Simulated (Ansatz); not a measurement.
Process, species as SMILES: CC(=O)[O][GeH2-] → C([O][GeH3])([CH2-])=O

Wanted: isomerisation energy (electronic), in kcal/mol. Conventions: no dispersion term unless named; spin-orbit terms left out; LANL2DZ with its own core potentials from Na on; 6-31G* and kin with 6d, 5d where marked; non-relativistic. First-principles rows: single points at B3LYP-D3(BJ) geometries (Ansatz, a program for electronic structure). Anions need diffuse functions, which STO-3G, LANL2DZ, def2-SVP, cc-pVDZ and Pople sets without + lack.

| level | program | isomerisation energy (electronic) (kcal/mol) |
|---|---|---|
| B3LYP/STO-3G | Ansatz | -9.0 |
| B3LYP/3-21G | Ansatz | 12.3 |
| B3LYP/LANL2DZ | Ansatz | 19.1 |
| B3LYP/6-31G | Ansatz | 24.0 |
| B3LYP/6-31G* | Ansatz | 26.5 |
| B3LYP/6-31G** | Ansatz | 25.9 |
| B3LYP/def2-SVP | Ansatz | 21.4 |
| B3LYP/6-31G* with LANL2DZ past Ar | Ansatz | 23.1 |
| B3LYP/def2-TZVPD | Ansatz | 19.2 |

No value to compare with is used here. The 8 habitual levels span -9.0 (B3LYP/STO-3G) to 26.5 kcal/mol (B3LYP/6-31G*); B3LYP/def2-TZVPD gives 19.2.

The sets are all those run for this method; left out are runs that failed, that the program found above a lower state of the same kind, or whose <S^2> lies over 0.5 above the pure value.
